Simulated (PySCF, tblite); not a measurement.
**Question.** Write Cartesian coordinates for Si(SMe)4 (`CS[Si](SC)(SC)SC`) as optimised with GFN2-xTB.

**Answer.** 
```xyz
21
C4H12S4Si angstrom
C     -1.938    0.617    2.240
S     -0.853   -0.775    1.807
Si     0.001   -0.002   -0.015
S     -1.478    0.153   -1.574
C     -1.862   -1.611   -1.788
S      0.787    1.965    0.383
C      1.270    2.437   -1.305
S      1.544   -1.358   -0.666
C      2.529   -1.437    0.860
H     -2.461    0.327    3.145
H     -2.644    0.790    1.434
H     -1.333    1.500    2.417
H     -2.196   -2.025   -0.842
H     -2.655   -1.666   -2.525
H     -0.977   -2.128   -2.143
H      1.712    3.424   -1.234
H      0.386    2.461   -1.934
H      1.995    1.724   -1.687
H      1.920   -1.852    1.656
H      2.874   -0.441    1.120
H      3.372   -2.086    0.650
```

Orientation and origin are arbitrary. Atoms count from 1 in this order. All 4 S–Si bonds measure 2.155 Å. Si3 (four-coordinate silicon) is tetrahedral (angles from 108.3° to 111.6°). All 4 C–S bonds measure 1.818 Å. Of the pairs four or more bonds apart, S6···H12 is among the closest relative to their van der Waals radii: 2.97 Å, 99 % of the sum of Bondi's values.

Bonds between heavy atoms (Å): C1–S2 1.818, S2–Si3 2.155, Si3–S4 2.155, S4–C5 1.818, Si3–S6 2.155, S6–C7 1.818, Si3–S8 2.155, S8–C9 1.818.

Structure optimised with GFN2-xTB, isolated species.

Its GFN2-xTB frequencies are all real (lowest 36 cm⁻¹). The numbers are those of one conformer (C1–S2–Si3–S4 -67°, S2–Si3–S4–C5 -65°, S2–Si3–S6–C7 -174°, S2–Si3–S8–C9 -53°). 3 starts were optimised and ended at 0.00, 0.00 and 0.11 kcal/mol (GFN2-xTB); the lowest of these is shown.

All values are computed, not measured.
